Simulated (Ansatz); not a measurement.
`C[O][Ge]([F])([F])[SeH]` + H₂ → `C[O][GeH]([F])[F]` + H₂Se  (hydrogenolysis of a Ge–Se bond)

Isolated molecules relaxed with PBE0-D4/def2-TZVP in Ansatz; ΔE leaves out vibrations. CBS: MP2 limit from def2 TZ/QZ plus the TZ coupled-cluster correction, frozen cores. This one scheme is used for every species. Functionals use def2-TZVPP. B3LYP here is the variant with VWN-RPA as its local correlation; programs differ in this. For Ge, Se outer-core shells are correlated without core-valence functions, which leaves a few kJ/mol of doubt a bond. Scalar relativity is left out up to krypton. One conformer a species, not always the lowest.

```json
{"level": "PBE-D4", "ΔE (kJ/mol)": "41.9", "difference from CCSD(T)/CBS": "5.5"}
{"level": "r2SCAN-D4", "ΔE (kJ/mol)": "41.1", "difference from CCSD(T)/CBS": "4.7"}
{"level": "ωB97X-V", "ΔE (kJ/mol)": "32.5", "difference from CCSD(T)/CBS": "-3.9"}
{"level": "ωB97M-V", "ΔE (kJ/mol)": "34.3", "difference from CCSD(T)/CBS": "-2.1"}
{"level": "B2PLYP", "ΔE (kJ/mol)": "31.8", "difference from CCSD(T)/CBS": "-4.6"}
{"level": "PBE0", "ΔE (kJ/mol)": "31.6", "difference from CCSD(T)/CBS": "-4.8"}
{"level": "B3LYP", "ΔE (kJ/mol)": "26.4", "difference from CCSD(T)/CBS": "-10.0"}
{"level": "HF/def2-TZVPP", "ΔE (kJ/mol)": "13.1", "difference from CCSD(T)/CBS": "-23.3"}
{"level": "MP2/def2-TZVPP", "ΔE (kJ/mol)": "42.4", "difference from CCSD(T)/CBS": "6.0"}
{"level": "CCSD/def2-TZVPP", "ΔE (kJ/mol)": "28.5", "difference from CCSD(T)/CBS": "-7.9"}
{"level": "CCSD(T)/def2-TZVPP", "ΔE (kJ/mol)": "33.9", "difference from CCSD(T)/CBS": "-2.5"}
{"level": "HF/def2-QZVPP", "ΔE (kJ/mol)": "11.9", "difference from CCSD(T)/CBS": "-24.5"}
{"level": "MP2/def2-QZVPP", "ΔE (kJ/mol)": "43.5", "difference from CCSD(T)/CBS": "7.1"}
{"level": "SCS-MP2/def2-QZVPP", "ΔE (kJ/mol)": "35.4", "difference from CCSD(T)/CBS": "-1.0"}
{"level": "MP2/CBS(def2)", "ΔE (kJ/mol)": "45.0", "difference from CCSD(T)/CBS": "8.6"}
{"level": "CCSD/CBS(def2)", "ΔE (kJ/mol)": "31.0", "difference from CCSD(T)/CBS": "-5.4"}
{"level": "CCSD(T)/CBS", "ΔE (kJ/mol)": "36.4", "difference from CCSD(T)/CBS": "0"}
```

Largest T1 diagnostic among the species: 0.012.

The D4 term adds +11.1 kJ/mol with B3LYP and +6.1 kJ/mol with PBE0; it sums over pairs of atoms, weighted by their polarisabilities, and B3LYP, whose exchange is more repulsive, gets the larger term. From PBE to PBE0 (25 % exact exchange), in def2-TZVPP and without D4, ΔE moves by −3.5 kJ/mol.
